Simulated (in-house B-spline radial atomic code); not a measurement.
Values are calculated unless marked as measured or tabulated.
# Making a Troullier-Martins s channel for Mn, r_c = 0.74 bohr

Mn, [Ar] 3d5 4s2, non-relativistic PBE, spherical and spin-unpolarised, from an all-electron radial atomic-structure program (B-spline basis) (atomic units). The all-electron 3s level is ε = -3.093751 hartree, its outermost node lies just inside 0.35 bohr and its outer maximum at 0.74 bohr.

Inside r_c the pseudo-orbital is u(r) = r^1 exp(p(r)), with p = c0 + c2 r² + c4 r⁴ + … + c12 r¹². The seven coefficients follow from p and its first four derivatives at r_c, from zero curvature of the screened potential at the origin, c4 = −c2²/(2l + 5), and from the norm inside r_c. At r_c the all-electron orbital has P = 1.205673, P' = 0.03137836, the screened potential V = -7.287229, V' = 20.87125, V'' = -76.50216, and the norm inside is Q = 0.375858.

Task: What are p, p' and p'' at r_c?

Result: p = ln(P/r_c^1) = ln(1.205673/0.74) = 0.48814. p' = P'/P − 1/r_c = 0.02603 − 1.35135 = -1.32533. The radial equation gives p'' = 2(V − ε) − 2(1) p'/r_c − p'² = -8.38696 − (-3.58196) − 1.75649 = -6.56148. Differentiating, p''' = 2V' + 2(1)p'/r_c² − 2(1)p''/r_c − 2p'p'' = 37.244, and p'''' = 2V'' − 4(1)p'/r_c³ + 4(1)p''/r_c² − 2(1)p'''/r_c − 2p''² − 2p'p''' = -275.9.

For a trial c2 the five matching conditions are linear in c0, c6, c8, c10 and c12, and c2 is varied until the norm inside r_c equals Q. The root nearest zero gives:

```
 n          c_n
 0  -0.07065866
 2     3.713322
 4    -2.757751
 6    -16.62811
 8     36.99138
10     -30.0008
12     8.669987
```

Task: Check c4 and p(r_c), and find the screened pseudopotential at the origin.

Result: −c2²/5 = -2.75775, as listed. The terms c_n r_c^n are -0.07066, 2.03341, -0.82696, -2.73044, 3.32625, -1.47724, 0.23378, which sum to 0.48814. Inverting the radial equation, V_l(r) = ε + 1 p'/r + (p'' + p'²)/2, so V_l(0) = ε + (2l + 3) c2 = -3.093751 + 3 × (3.71332) = 8.0462 hartree, finite where the all-electron potential diverges.

Orbitals and screened potentials:

| r (bohr) | P | u | V all-electron | V pseudo |
| --- | --- | --- | --- | --- |
| 0.074 | 0.06926 | 0.07036 | -262.6 | 8.033 |
| 0.185 | -0.6351 | 0.195 | -78.34 | 7.57 |
| 0.296 | -0.2956 | 0.3705 | -38.49 | 5.264 |
| 0.407 | 0.3492 | 0.6179 | -22.55 | 0.1125 |
| 0.518 | 0.8556 | 0.9061 | -14.66 | -6.041 |
| 0.629 | 1.128 | 1.13 | -10.16 | -8.862 |
| 0.74 | 1.206 | 1.206 | -7.287 | -7.287 |

Logarithmic derivatives P'/P at R = 1.04 bohr, for energies E around ε:

| E − ε (hartree) | all-electron | pseudo |
| --- | --- | --- |
| -0.5 | -0.638001 | -0.638968 |
| -0.25 | -0.984917 | -0.985189 |
| -0.1 | -1.21405 | -1.21408 |
| 0 | -1.37688 | -1.37686 |
| 0.1 | -1.54866 | -1.5487 |
| 0.25 | -1.82502 | -1.82542 |
| 0.5 | -2.34448 | -2.34653 |

Task: With P(R) = 0.9443528 and a norm of 0.7453963 inside R, what slope in energy does norm conservation fix?

Result: d(P'/P)/dE = −2 × (norm inside R)/P(R)² = -1.6717 per hartree·bohr at E = ε, for both atoms, since orbital and norm agree at R. Differences over ±0.1 hartree give -1.6730 (all-electron) and -1.6731 (pseudo), which also hold third-order terms. Half a hartree below ε the two curves differ by -0.0010.
